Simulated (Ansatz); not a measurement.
Consider the formal exchange of groups at the Si–F bond: `F[SiH2]CBr` + CH₄ → `C[SiH2]CBr` + H–F.

Computed with Ansatz on PBE0-D4/def2-TZVP structures; ΔE is electronic, products minus reactants. CCSD(T)/CBS adds triple-zeta CCSD(T) − MP2 to the extrapolated MP2 energy (def2 sets, frozen cores). This one scheme is used for every species. DFT in def2-TZVPP. HSE06 is defined as in plane-wave codes. For Br outer-core shells are correlated without core-valence functions, which leaves a few kJ/mol of doubt a bond. Scalar relativity is left out up to krypton. Each species was taken in one conformer, which may not be the lowest.

`F[SiH2]CBr`:

Cartesian coordinates in Å:
```
F -0.710 1.770 -0.742
Si -0.247 0.792 0.431
C 0.108 -0.896 -0.285
Br 1.610 -0.797 -1.515
H 0.966 1.350 1.067
H -1.368 0.685 1.398
H -0.737 -1.294 -0.847
H 0.379 -1.611 0.492
```

CH₄:

Cartesian coordinates in Å:
```
C 0.000 0.000 0.000
H -0.690 -0.792 -0.291
H 0.965 -0.436 0.259
H -0.401 0.532 0.862
H 0.126 0.695 -0.830
```

`C[SiH2]CBr`:

Cartesian coordinates in Å:
```
C -0.116 1.577 -0.048
Si -0.654 -0.148 0.405
C 0.649 -1.420 -0.080
Br 0.949 -1.368 -2.005
H 0.049 1.657 -1.124
H -0.878 2.305 0.238
H 0.814 1.843 0.462
H -1.928 -0.512 -0.267
H -0.844 -0.268 1.880
H 1.615 -1.229 0.385
H 0.343 -2.438 0.154
```

H–F:

Z-matrix (Å, degrees):
```
F
H 1 0.920
```

Problem. Is it downhill or uphill in electronic energy at CCSD(T)/CBS, and by how much? (Estimate.)

Solution. Ansatz gave: Uphill: ΔE = +132.2 kJ/mol.

Problem. What do these levels give: LDA (SPW92), r2SCAN0-D4, BHLYP-D4, revPBE, BLYP, PBE0, HSE06, RPA@PBE/def2-TZVPP, HF/def2-TZVPP, HF/def2-QZVPP, SCS-MP2/def2-QZVPP, HF/CBS(def2)? (Estimate.)

Solution. The calculation gave: LDA (SPW92) 123.1, r2SCAN0-D4 136.6, BHLYP-D4 144.6, revPBE 131.8, BLYP 148.1, PBE0 130.4, HSE06 130.0, RPA@PBE/def2-TZVPP 134.2, HF/def2-TZVPP 159.1, HF/def2-QZVPP 161.0, SCS-MP2/def2-QZVPP 139.4, HF/CBS(def2) 161.3 kJ/mol.

Largest T1 diagnostic among the species: 0.009.

In def2-TZVPP, CCSD(T) changes the Hartree–Fock value by −26.1 kJ/mol (the triples alone add −3.3 kJ/mol) and MP2 by −26.7 kJ/mol. Leaving LDA and LC-ωPBE aside and taking each functional with its dispersion term where it has one, the values, not all of them listed here, spread over 22.7 kJ/mol, from revPBE-D4 to BHLYP-D4. LDA lies −6.7 kJ/mol from PBE without D4.
